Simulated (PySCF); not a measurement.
# Calculated NMR parameters of N#Cc1cccc2cnnn12

```yaml
Formula: C7H4N4
SMILES: N#Cc1cccc2cnnn12
Point_group_of_the_computed_structure: Cs
Degrees_of_unsaturation: 8
Carbon_signals: 7
Proton_signals: 4
```

Numbering as in the mapped SMILES `[N:1]#[C:2][c:3]1[cH:4][cH:5][cH:6][c:7]2[cH:8][n:9][n:10][n:11]12` (H(Xn): hydrogen on atom n).

Computational details: shielding tensors at PBE0/pcSseg-1 (GIAO), geometry: GFN2-xTB, in PySCF 2.14 (gas phase, a single conformation, non-relativistic Hamiltonian).

Chemical shifts δ = σref − σ; $^{1}$H (σ = 31.72 ppm), $^{13}$C (σ = 186.93 ppm) against TMS; NH3 for $^{15}$N (σ = 267.73 ppm), all at this level.

```tsv
carbon	δC, type	δH (multiplicity)	HMBC from (2–3 bonds)	span of the C tensor (ppm)
C2	117.9, C	–	H(C4)	340
C3	114.3, C	–	H(C4), H(C5)	151
C4	131.1, CH	7.73 (d)	H(C6), H(C5)	220
C5	127.8, CH	7.45 (m)	H(C6), H(C4)	222
C6	128.7, CH	8.22 (d)	H(C8), H(C4), H(C5)	219
C7	141.3, C	–	H(C8), H(C6), H(C5)	174
C8	131.5, CH	8.42 (m)	H(C6)	144
```

Other nuclei:
| atoms | nucleus | environment | δ (ppm) | σ (ppm) |
| --- | --- | --- | --- | --- |
| N9 | $^{15}$N | pyridine-type nitrogen of an azole | 397.8 | -130.0 |
| N10 | $^{15}$N | pyridine-type nitrogen of an azole | 377.4 | -109.7 |
| N1 | $^{15}$N | nitrile nitrogen | 341.0 | -73.3 |
| N11 | $^{15}$N | pyrrole-type ring nitrogen | 281.0 | -13.3 |

1. Carbon types of the structure: 3 × C, 4 × CH, which accounts for all hydrogens.
2. δC 141.3: ring-fusion aromatic carbon.
3. δC 131.5: aromatic CH next to a ring nitrogen.
4. δC 131.1, 128.7, 127.8: aromatic CH; the aromatic region.
5. δC 117.9: nitrile carbon; this is the usual window of a C≡N carbon, which has no attached hydrogen.
6. δC 114.3: substituted aromatic carbon next to a ring nitrogen.

Shifts are as computed. Against solution values, carbons near 30 ppm lie about +3 ppm off and those near 130 ppm about +5 ppm. Of 1211 compounds with measured shifts, 218 miss one by over three times the rms of a fit or turn the order of signals round; such compounds aren't used in these exercises. Experimental scales use liquid or dissolved standards, which lie at an offset from isolated NH3 (liquid NH3: subtract about 20 ppm). Unscaled 15N shifts of sp2 nitrogen come out 20 to 40 ppm too high even then. No couplings were computed; multiplicities are counted from neighbouring protons, with m where these are inequivalent, close in shift, in a saturated or five-membered ring or joined by F or P, and br s for small geminal =CH2 splittings.
